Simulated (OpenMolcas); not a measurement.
# Computed transition rates of Br⁺

* Program: OpenMolcas
* Method: SS-CASPT2, IPEA 0.25 Eh, imaginary shift 0.1 Eh (closed shells correlated: 3d)
* Basis: ANO-RCC-VQZP [7s6p4d2f1g]
* Scalar Hamiltonian: DKH2, point nucleus
* Active space: 6 electrons in 8 orbitals (4s 4p 5s 5p)
* State averaging: 2S+1 = 3 even, 3 roots; 2S+1 = 1 even, 6 roots; 2S+1 = 3 odd, 1 root; 2S+1 = 1 odd, 5 roots
* Spin-orbit coupling: state interaction with AMFI integrals over the reference wave functions, term energies averaged over their components

Rates come from the transition moments of the reference wave functions (E1 and E2 in the length form). At fixed line strength A goes as λ^-3 for E1 and M1 and as λ^-5 for E2, so a rate at the computed wavelength can be rescaled to the measured one. Measured vacuum wavelengths follow from level energies in NIST Handbook of Basic Atomic Spectroscopic Data. Branching counts decays inside the model space alone, at computed energies, and the table is only a selection of the E2 and M1 lines, drawn from those between levels with measured partners whose computed energy lies within a factor of 1.5 of the measured one.

```tsv
Upper	Lower	Type	λ computed (nm)	λ measured (nm)	A computed (s-1)	A rescaled (s-1)	Branching %
4s2 4p4 1S0	4s2 4p4 3P1	M1	396.2	404.4	1.96e+01		84.0
4s2 4p4 1S0	4s2 4p4 1D2	E2	637.2	633.8	3.39e+00	3.48e+00	14.5
4s2 4p4 1D2	4s2 4p4 3P2	M1	809.3	827.2	1.69e+00		85.5
4s2 4p4 3P1	4s2 4p4 3P2	M1	3556	3188	4.91e-01	6.81e-01	100.0
4s2 4p4 1S0	4s2 4p4 3P2	E2	356.5	358.8	3.32e-01		1.4
4s2 4p4 1D2	4s2 4p4 3P1	M1	1048	1117	2.66e-01		13.4
4s2 4p4 3P0	4s2 4p4 3P1	M1	13980	14270	1.94e-02	1.82e-02	97.3
4s2 4p4 1D2	4s2 4p4 3P2	E2	809.3	827.2	1.89e-02		1.0
4s2 4p4 3P0	4s2 4p4 3P2	E2	2835	2606	5.45e-04	8.30e-04	2.7
```

Spin-changing lines and M1 lines between different terms are not rescaled, since their strength hangs on the term gaps too.

The largest correction is for 4s2 4p4 3P0 → 4s2 4p4 3P2 (E2): 5.45e-04 × (2835 / 2606)^5 = 8.30e-04 s-1, a factor of 1.52.

No measured rate stands beside these. Rescaling mends the energy factor alone: line strengths can still be far off where a level mixes with configurations outside the active space, and weak or spin-changing lines hang on small mixing coefficients that depend on the term gaps too, so rescaling need not improve them.

Term energies are means over components that CASPT2 splits; among the terms shown or strongly mixed into the levels shown the widest spread is 70 cm-1 (4s2 4p4 1D). The run also gave levels led by 4s2 4p3 5s, which use shells meant for correlation; these and all levels above them are left out. Computed and measured levels are paired by configuration, term and J; levels that our copy of the source lacks, or whose pairing is in doubt (as where it misses far off the trend of its configuration), stay unpaired. Levels of configurations outside the active space are missing.
